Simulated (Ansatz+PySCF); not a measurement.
The numbers below are computed, except where a source is named.
Several solutions for triplet CoCl

```xyz
2

Co    0.0000    0.0000    0.0000
Cl    0.0000    0.0000    2.0660
```

Basis set: def2-SVP (spherical functions). Charge 0, multiplicity 3.

ROHF was run from several starts with Ansatz (development build ahead of 0.2.0) and PySCF 2.14.0.

| run | program | start | converged | energy (hartree) | <S²> |
| --- | --- | --- | --- | --- | --- |
| A | PySCF | program defaults | yes | -1840.53072 | 2.00 |
| B | Ansatz | search for the lowest state | yes | -1840.53775 | 2.00 |
| C | Ansatz | stability test followed | yes | -1840.53775 | 2.00 |
| D | Ansatz | atomic start, no search | yes | -1840.52022 | 2.00 |

(1) Which runs reached the lowest solution of this kind, and what is wrong with the others?

Results:

(1) B, C reached the lowest solution found. Converged but too high: A by 0.19 eV, D by 0.48 eV. Convergence only shows a stationary point, and even a stable one can lie too high; stability tests and further starts are what find lower ones. Caution: another spin multiplicity may lie lower. Caution: an unrestricted determinant lies well below (1.70 eV lower).
